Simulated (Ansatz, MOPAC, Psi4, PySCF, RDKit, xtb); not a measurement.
Complex: HF (SMILES F) (first 2 atoms) with C3H8 (SMILES CCC); geometry from B3LYP-D3(BJ)/def2-TZVP, rigid monomers moved along the line of their centres of mass till H2···C5 is 2.69 Å.
(charge 0, multiplicity 1):
```json
[
 {"atom": "F", "x (Å)": "-0.3619", "y (Å)": "0.0912", "z (Å)": "0.3687"},
 {"atom": "H", "x (Å)": "-0.4978", "y (Å)": "0.3562", "z (Å)": "1.2480"},
 {"atom": "C", "x (Å)": "0.8378", "y (Å)": "-1.1102", "z (Å)": "3.8956"},
 {"atom": "C", "x (Å)": "0.0979", "y (Å)": "-0.0636", "z (Å)": "4.7245"},
 {"atom": "C", "x (Å)": "-0.7147", "y (Å)": "0.9040", "z (Å)": "3.8680"},
 {"atom": "H", "x (Å)": "1.4105", "y (Å)": "-1.7882", "z (Å)": "4.5303"},
 {"atom": "H", "x (Å)": "0.1419", "y (Å)": "-1.7146", "z (Å)": "3.3086"},
 {"atom": "H", "x (Å)": "1.5355", "y (Å)": "-0.6414", "z (Å)": "3.1974"},
 {"atom": "H", "x (Å)": "0.8151", "y (Å)": "0.5035", "z (Å)": "5.3243"},
 {"atom": "H", "x (Å)": "-0.5686", "y (Å)": "-0.5616", "z (Å)": "5.4340"},
 {"atom": "H", "x (Å)": "-1.2395", "y (Å)": "1.6469", "z (Å)": "4.4705"},
 {"atom": "H", "x (Å)": "-0.0649", "y (Å)": "1.4586", "z (Å)": "3.1817"},
 {"atom": "H", "x (Å)": "-1.4791", "y (Å)": "0.3693", "z (Å)": "3.2929"}
]
```

```
level                              interaction energy (meV)  cost
---------------------------------  ------------------------  ----
UFF                                                    27.4     -
GFN-FF                                                -11.5     -
AM1                                                   -35.0     -
PM3                                                   -68.6     -
PM6                                                   -32.3     -
PM7                                                   -50.3     -
GFN1-xTB                                              -48.3     -
GFN2-xTB                                              -86.7     -
HF/STO-3G (no counterpoise)                            16.2     -
HF/3-21G (no counterpoise)                            -51.3     -
HF/6-31G*                                             -17.3     -
HF/6-31G* (no counterpoise)                           -38.2     -
HF/aug-cc-pVDZ                                        -25.3     -
PBE/def2-TZVPPD                                       -71.1    ×1
PBE-D3(BJ)/def2-TZVPPD                                -99.0    ×1
PBE-D4/def2-TZVPPD                                    -89.4    ×1
BP86/6-31G* (no counterpoise)                         -56.1     -
r2SCAN/def2-TZVPPD                                    -83.8    ×1
r2SCAN-D3(BJ)/def2-TZVPPD                             -94.9    ×1
r2SCAN-D4/def2-TZVPPD                                 -91.9    ×1
B3LYP/3-21G (no counterpoise)                         -85.4     -
B3LYP/6-31G*                                          -42.1     -
B3LYP/6-31G* (no counterpoise)                        -75.3     -
B3LYP/6-311+G** (no counterpoise)                     -52.7     -
B3LYP/def2-TZVPPD                                     -43.3    ×2
B3LYP-D3(BJ)/def2-TZVPPD                              -84.9    ×2
B3LYP-D4/def2-TZVPPD                                  -69.0    ×2
PBE0/def2-TZVPPD                                      -65.1    ×1
PBE0-D3(BJ)/def2-TZVPPD                               -90.6    ×1
PBE0-D4/def2-TZVPPD                                   -82.5    ×1
M06-2X/6-31G* (no counterpoise)                       -92.6     -
wB97X-V/def2-TZVPPD                                   -82.4    ×3
wB97M-V/def2-TZVPPD                                   -79.7    ×3
MP2/6-31G*                                            -37.6     -
MP2/6-31G* (no counterpoise)                          -78.7     -
MP2/aug-cc-pVDZ                                       -62.0     -
SCS-MP2/aug-cc-pVDZ                                   -50.2     -
CCSD/aug-cc-pVDZ                                      -57.4     -
CCSD(T)/aug-cc-pVDZ                                   -64.0   ×10
SAPT0/jun-cc-pV(D+d)Z                                 -49.6     -
```

The rows run from -99.0 (PBE-D3(BJ)/def2-TZVPPD) to 27.4 meV (UFF). In aug-cc-pVDZ the value moves HF -25.3, MP2 -62.0, CCSD -57.4, CCSD(T) -64.0, a shift of -38.7 from HF to CCSD(T). The dispersion term adds -28.0 in PBE-D3(BJ), -18.3 in PBE-D4, -11.2 in r2SCAN-D3(BJ). The 6 functionals in def2-TZVPPD without D3 or D4 span 40.4, from r2SCAN to B3LYP.

Interaction energies are E(AB) − E(A) − E(B) at the monomers' geometry in the complex; basis-set methods are counterpoise corrected. Rows marked so take none. RDKit's UFF carries no charges.

Cores are frozen in the correlated methods. Rows in 3-21G, 6-311+G**, 6-31G*, STO-3G carry no dispersion term and start afresh at each structure (6-31G* with six Cartesian d functions). MP2/6-31G* freezes PySCF's default core. The state that AM1, PM3, PM6, PM7 reach isn't checked; PM7 holds dispersion and hydrogen-bond terms.

Run with Ansatz (an electronic-structure program); MOPAC for AM1, PM3, PM6, PM7 (differences of heats of formation); Psi4 for SAPT; PySCF for 3-21G rows, 6-311+G** rows, 6-31G* rows, STO-3G rows, the dispersion terms; RDKit for the force fields; xtb for the GFN methods. 

Costs are rough ratios of core time to PBE/def2-TZVPPD (about 13 s over the structures, on one shared machine); a dash marks a level with no comparable run of its own.
